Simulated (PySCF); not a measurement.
Compound: C7H18N2.
SMILES with atom numbers: `[CH3:1][C:2]([CH3:3])([CH3:4])[NH:5][CH2:6][CH2:7][CH2:8][NH2:9]` (hydrogens: H10, H11, H12 on C1; H13, H14, H15 on C3; H16, H17, H18 on C4; H19 on N5; H20, H21 on C6; H22, H23 on C7; H24, H25 on C8; H26, H27 on N9)

Method: PySCF 2.14.0, PBE0-D3(BJ)/def2-SVP geometry optimisation, gas phase.

Question: Give the optimised bond lengths and angles.

Answer: 
```tsv
bond	length (Å)
C1–C2, C2–C3, C2–C4	1.531
C2–N5	1.464
N5–C6	1.446
C6–C7	1.523
C7–C8	1.527
C8–N9	1.448
C1–H10 and 8 like bonds	1.101
N5–H19	1.018
C6–H20, C6–H21	1.107
C7–H22, C7–H23	1.106
C8–H24, C8–H25	1.103
N9–H26, N9–H27	1.019
```

Bonds in one row agree within 0.01 Å and their mean is given. A selection of angles:
```tsv
angle	degrees
C1–C2–C3	109.0
C1–C2–N5	109.4
C3–C2–N5	106.2
C4–C2–N5	112.8
C2–N5–C6	118.7
N5–C6–C7	110.8
C6–C7–C8	113.8
C7–C8–N9	116.0
H19–N5–C2	109.0
H19–N5–C6	109.4
H26–N9–C8	110.1
H27–N9–C8	110.3
```

Torsions: C1–C2–N5–C6 66° (synclinal); C2–N5–C6–C7 -172° (antiperiplanar); N5–C6–C7–C8 63° (synclinal); C6–C7–C8–N9 -177° (antiperiplanar). The mirror-image conformer, all signs reversed, is as good.

N9 (primary amine nitrogen) is pyramidal (angles 110.3°, 110.1° and 105.9°, sum 326.3°, 0.39 Å off the plane of its three neighbours). Of the pairs four or more bonds apart, H11···H21 is among the closest relative to their van der Waals radii: 2.17 Å, 90 % of the sum of Bondi's values. N5 (secondary amine nitrogen) is pyramidal (angles 118.7°, 109.4° and 109.0°, sum 337.1°, 0.36 Å off the plane of its three neighbours).

Point group: C1 (no symmetry element, even within 0.4 Å). Stationary, but not proved a minimum. One conformer, not necessarily the lowest (C2–N5–C6–C7 -172°, N5–C6–C7–C8 63°, C6–C7–C8–N9 -177°, C7–C8–N9–H 61° and -56°).

The run took about 2.4 min of CPU time (one thread, shared machine). These figures are those of the optimisation.
